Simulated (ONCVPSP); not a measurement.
# Before and after: ONCV potential for Ag (Z = 47)

Ag, optimised norm-conserving Vanderbilt (ONCV), made with ONCVPSP 4.0.1 (LDA (Perdew-Wang 92), scalar-relativistic). Core [Ar] 3d10 4s2, reference 4p6 4d10 5s1. Waves: 5s: rc 2.55 bohr, ncon 4, nbas 7, qcut 3 1/bohr, 2 projectors, debl 1.4 Ha; 4p: rc 1.05 bohr, ncon 4, nbas 7, qcut 9.3 1/bohr, 2 projectors, debl 3.2 Ha; 4d: rc 1.65 bohr, ncon 4, nbas 9, qcut 10.9 1/bohr, 2 projectors, debl 1.1 Ha. Local part: polynomial inside 1.05 bohr (lpopt 5, dvloc0 6 Ha). Core correction: Teter function, fcfact 2.5, rcfact 1.8.

All-electron outer shells of the reference configuration (LDA (PZ), scalar-relativistic, ld1.x):

```json
{"shell": "4s", "level (eV)": "-95.08", "outermost node (bohr)": "0.44", "outermost maximum (bohr)": "0.82"}
{"shell": "4p", "level (eV)": "-58.67", "outermost node (bohr)": "0.44", "outermost maximum (bohr)": "0.87"}
{"shell": "4d", "level (eV)": "-7.66", "outermost node (bohr)": "0.43", "outermost maximum (bohr)": "1.04"}
{"shell": "5s", "level (eV)": "-4.72", "outermost node (bohr)": "1.11", "outermost maximum (bohr)": "2.49"}
```

Change: s: qcut 2.2; p: qcut 6.8; d: qcut 8.

Cutoffs: the cutoffs (Ha) at which the residual kinetic energy of the hardest occupied pseudo-wave falls to 1 and 0.1 mHa per electron; they do not see the model core or the augmentation charge, which bear on the density cutoff. Errors are all-electron minus pseudo energies relative to the spin-unpolarised reference configuration.

Predict the effect on cutoff, ghosts and configuration errors.

The potential gets harder (45 Ha and 121 Ha → 117 Ha and 139 Ha); both files keep a bound ghost (s); of the 4 tests that both files solve, the error grows in 1 and shrinks in 3 by more than 15 % and 0.3 meV (median size 18.3 → 7.6 meV).

| quantity | base | changed |
| --- | --- | --- |
| cutoff, loose | 45 Ha | 117 Ha |
| cutoff, tight | 121 Ha | 139 Ha |
| loose cutoff by channel | s 3.9 Ha, p 45 Ha, d 34 Ha | s 10 Ha, p 117 Ha, d 26 Ha |
| bound ghosts | s | s |
| GHOST(+) flags under 300 eV | none | none |
| error for 4p6 4d10 5s0, meV [ΔE 8.10 eV] | -11 | -6.7 |
| error for 4p6 4d9 5s0, meV [ΔE 30.48 eV] | +8.2 | -6.9 |
| error for 4p6 4d8 5s0, meV [ΔE 66.92 eV] | +26 | -8.2 |
| error for 4p5 4d10 5s1, meV [ΔE 65.35 eV] | -82 | -104 |
| s: phases at 2.59 bohr within 0.05 rad from the reference energy up to (Ha; the scan ends near 5) | n/a | n/a |
| p: phases at 1.07 bohr within 0.05 rad from the reference energy up to (Ha; the scan ends near 5) | to the end of the scan | to the end of the scan |
| d: phases at 1.67 bohr within 0.05 rad from the reference energy up to (Ha; the scan ends near 5) | to the end of the scan | to the end of the scan |
| rms error of d²Exc/dni dnj with the model core, mHa | 0.19 | 0.20 |

 A true bound ghost makes a file unfit for plane-wave use even where its test errors are small: the radial tests pick states by their node count and pass the ghost by.
